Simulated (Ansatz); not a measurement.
Gas-phase electronic energies from Ansatz, PBE0-D4/def2-TZVP geometries. CBS: MP2 limit from def2 TZ/QZ plus the TZ coupled-cluster correction, frozen cores. DFT in def2-TZVPP. One conformer a species, not always the lowest.

Reaction (ligand exchange at the Si–C bond): `O=C(O[SiH3])[SiH2]F` + `B[SiH2]O` → `B[SiH2]O[SiH2]F` + `O=CO[SiH3]`

`O=C(O[SiH3])[SiH2]F`:

Z-matrix (Å, degrees):
```
Si
O 1 1.702
H 1 1.479 2 102.8
H 1 1.479 2 110.1 3 -118.2
H 1 1.479 2 110.1 3 118.2
C 2 1.333 1 118.0 3 179.9
O 6 1.207 2 122.7 1 0.0
Si 6 1.909 2 118.1 1 -179.9
F 8 1.594 6 111.3 2 -0.7
H 8 1.478 6 107.5 2 118.8
H 8 1.478 6 107.5 2 -120.2
```

`B[SiH2]O`:

```xyz
8

B    -0.438    0.709    1.100
Si    0.144    0.020   -0.691
O     1.013   -1.388   -0.686
H    -0.403    0.065    2.109
H    -0.895    1.813    1.177
H     1.004    1.003   -1.399
H    -1.121   -0.126   -1.483
H     0.697   -2.097   -0.127
```

`B[SiH2]O[SiH2]F`:

Cartesian coordinates in Å:
```
B 0.548 1.912 -0.486
Si -0.435 0.318 -1.197
O -0.386 -1.019 -0.229
Si 0.013 -1.571 1.236
F -0.711 -0.690 2.354
H 1.149 1.919 0.548
H 0.544 2.922 -1.129
H 0.147 -0.064 -2.515
H -1.865 0.677 -1.418
H 1.469 -1.445 1.468
H -0.472 -2.959 1.370
```

`O=CO[SiH3]`:

Cartesian coordinates in Å:
```
O -1.389 -1.110 0.549
C -0.339 -1.439 0.075
O 0.614 -0.590 -0.297
Si 0.318 1.069 -0.085
H -0.041 -2.481 -0.107
H 1.559 1.691 -0.594
H -0.849 1.486 -0.892
H 0.127 1.373 1.350
```

```csv
species,B2PLYP energy (Eh)
`O=C(O[SiH3])[SiH2]F`,-870.21579
`B[SiH2]O`,-392.42059
`B[SiH2]O[SiH2]F`,-782.36174
`O=CO[SiH3]`,-480.33095
```

Work out ΔE.

ΔE = (-782.36174) + (-480.33095) − (-870.21579) − (-392.42059) = -0.05631 Eh = -1.53 eV. CCSD(T)/CBS gives -1.53 eV.

Largest T1 diagnostic among the species: 0.016.

In def2-TZVPP, CCSD(T) changes the Hartree–Fock value by +0.25 eV (the triples alone add +0.05 eV) and MP2 by +0.22 eV. From PBE to PBE0 (25 % exact exchange), in def2-TZVPP and without D4, ΔE moves by −0.12 eV.
